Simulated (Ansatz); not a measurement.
Geometry optimisation, RKS PBE0/def2-SVP (Ansatz).

Input file:

```yaml
crystal:
  periodic: [false, false, false]
  atoms:
    - { symbol: Ge, position_ang: [0.0, 0.0, 0.0] }
    - { symbol: F, position_ang: [0.0, 0.0, 1.68] }
    - { symbol: F, position_ang: [1.5842, 0.0, -0.5594] }
    - { symbol: F, position_ang: [-0.7913, 1.3709, -0.5594] }
    - { symbol: F, position_ang: [-0.7913, -1.3709, -0.5594] }
basis:
  gaussian: { orbitals: def2-SVP }
hamiltonian:
  xc: pbe0
relax:
  f_tol: 0.02
  max_steps: 40
output:
  orbitals: {}
```

Run as:

```bash
$ ansatz run input.yaml --threads 1 --pin off --max-ram 2048MiB --backend cpu --events-out ev --progress --plain --runs-dir out
```

Where does it end, and by what steps?

The run converged. After 2 steps the energy has fallen by 0.026 eV; F4 moved furthest, 0.02 Å.

| step | energy less start (eV) | largest force component (eV/Å) | accepted |
| --- | --- | --- | --- |
| 0 | 0.0000 | 0.700 | yes |
| 1 | -0.0217 | 0.288 | yes |
| 2 | -0.0264 | 0.009 | yes |

```xyz
5
Properties=species:S:1:pos:R:3
Ge 0.000 0.000 0.000
F 0.000 0.000 1.698
F 1.601 0.000 -0.565
F -0.800 1.386 -0.566
F -0.800 -1.386 -0.566
```

Whether the end is a true minimum wasn't checked by a vibrational analysis.

Time of the run: 11 s on 1 thread of Arm Neoverse V2, with other jobs on the host, peak memory 0.18 GiB.
